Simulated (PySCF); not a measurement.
# Pt: excitation energy

Pt [Xe] 4f14 5d9 6s1 (3D) → Pt [Xe] 4f14 5d8 6s1 6p1 (high-spin determinant), as a difference of total energies. Calculation: PySCF 2.14, in aug-cc-pwCVTZ-PP with ECP60MDF (8s8p7d4f3g, 122 functions); scalar relativity through the core potential. Correlated levels: valence: 5s2 5p6 frozen; valence and next inner shell: nothing frozen outside the core potential. The calculations carry no spin-orbit coupling.

```tsv
method	excitation energy (eV)
UHF	3.005
LDA	5.291
PBE	4.953
PBE0	4.662
r2SCAN	4.475
revPBE	4.881
HSE06	4.674
PBEsol	5.010
MP2 (valence)	4.835
SCS-MP2 (valence)	4.914
MP2 (valence and next inner shell)	4.853
SCS-MP2 (valence and next inner shell)	4.823
```

**Question.** How much does correlation contribute at MP2 (valence and next inner shell)?

**Answer.** 4.853 − (3.005) = 1.848 eV, measured against UHF.

The determinant of the upper state mixes LS terms, which raises its energy above the lowest term, most at the Hartree-Fock and MP2 levels.
